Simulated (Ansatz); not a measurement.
`ClB1N[SiH2]1` + H₂ → `B1N[SiH2]1` + HCl  (hydrogenolysis of a B–Cl bond)

Computed with Ansatz on PBE0-D4/def2-TZVP structures; ΔE is electronic, products minus reactants. CCSD(T)/CBS adds triple-zeta CCSD(T) − MP2 to the extrapolated MP2 energy (def2 sets, frozen cores). This one scheme is used for every species. DFT in def2-TZVPP.

`ClB1N[SiH2]1`:

Z-matrix (Å, degrees):
```
Si
B 1 1.920
N 1 1.762 2 43.7
H 1 1.485 2 125.2 3 91.5
H 1 1.485 2 125.2 3 -91.5
Cl 2 1.734 1 162.0 3 180.0
H 3 1.009 1 147.3 2 180.0
```

H₂:

Cartesian coordinates in Å:
```
H -0.255 -0.206 -0.179
H 0.255 0.206 0.179
```

`B1N[SiH2]1`:

```xyz
7

B     1.096   -0.335    0.032
N    -0.088   -0.505    0.715
Si   -0.475    0.584   -0.606
H     2.212   -0.727    0.134
H    -0.414   -1.012    1.524
H    -0.895    1.948   -0.195
H    -1.435    0.047   -1.604
```

HCl:

```xyz
2

Cl   -0.616    0.167   -0.037
H     0.616   -0.167    0.037
```

(1) Is it downhill or uphill in electronic energy at CCSD(T)/CBS, and by how much? (Best estimate.)

(2) What do these levels give: BLYP, BHLYP, LC-ωPBE, MP2/def2-SVP, CCSD(T)/def2-SVP, MP2/def2-TZVPP? (Best estimate.)

(3) What do rigid-rotor, harmonic-oscillator terms from PBE0-D4/def2-TZVP frequencies (298.15 K, 1 bar) make of the CCSD(T)/CBS value? (Estimate.)

Largest T1 diagnostic among the species: 0.014.

## Answers

(1) The calculation gave: Uphill: ΔE = +14.0 kcal/mol.

(2) Ansatz gave: BLYP 13.5, BHLYP 12.3, LC-ωPBE 13.2, MP2/def2-SVP 17.3, CCSD(T)/def2-SVP 15.2, MP2/def2-TZVPP 16.1 kcal/mol.

(3) Ansatz gave: ΔZPE = +2.3 kcal/mol, ΔH = +15.7 kcal/mol, ΔS = 23 J/(mol·K), ΔG = +14.1 kcal/mol.

In def2-TZVPP, CCSD(T) changes the Hartree–Fock value by +3.3 kcal/mol (the triples alone add +1.1 kcal/mol) and MP2 by +5.7 kcal/mol. The D4 term adds +1.6 kcal/mol with B3LYP and +0.9 kcal/mol with PBE0; it sums over pairs of atoms, weighted by their polarisabilities, and B3LYP, whose exchange is more repulsive, gets the larger term. From PBE to PBE0 (25 % exact exchange), in def2-TZVPP and without D4, ΔE moves by −0.9 kcal/mol.

B3LYP here is the variant with VWN-RPA as its local correlation; programs differ in this.
